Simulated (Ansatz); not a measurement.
Species: sum formula YOCl, net charge 0, singlet state. 
Structure (B3LYP-D3(BJ)/def2-TZVP (Ansatz, a quantum-chemistry and plane-wave program) minimum search):
```xyz
3

Y      0.4451     0.3154    -0.2408
O     -0.5412     1.5481    -1.1308
Cl    -0.7665    -1.4521     1.0847
```

Wanted: vertical triplet-singlet gap (E(triplet) - E(singlet); each state is the SCF solution reached for its spin), in kJ/mol. Valence correlation only, unless marked. UHF or UKS for open shells. No spin-orbit coupling. The frozen core is the preceding noble-gas configuration, with the filled d and f shells of earlier blocks. Past Kr the def2 sets carry scalar-relativistic core potentials. CBS marks a two-point X^-3 extrapolation of the correlation energy; Hartree-Fock from the larger set. The bracket is a focal-point correction in the basis named.

| level | program | vertical triplet-singlet gap (kJ/mol) | minus last row |
|---|---|---|---|
| HF/def2-SVPD | Ansatz | 122.1 | -182.8 |
| r2SCAN/def2-TZVPD | Ansatz | 269.3 | -35.6 |
| B3LYP/def2-TZVPD | Ansatz | 267.3 | -37.6 |
| BHLYP/def2-TZVPD | Ansatz | 231.7 | -73.2 |
| wB97M-V/def2-TZVPD | Ansatz | 282.1 | -22.8 |
| wB97X-V/def2-TZVPD | Ansatz | 281.9 | -23.0 |
| MP2/def2-SVPD | Ansatz | 356.6 | 51.7 |
| RI-MP2/def2-TZVPPD | Ansatz | 355.0 | 50.1 |
| CCSD/def2-SVPD | Ansatz | 280.9 | -24.0 |
| RI-MP2/CBS(def2-TZVPPD,def2-QZVPPD)+[CCSD(T)-MP2]/def2-TZVPPD | Ansatz | 304.9 | 0.0 |
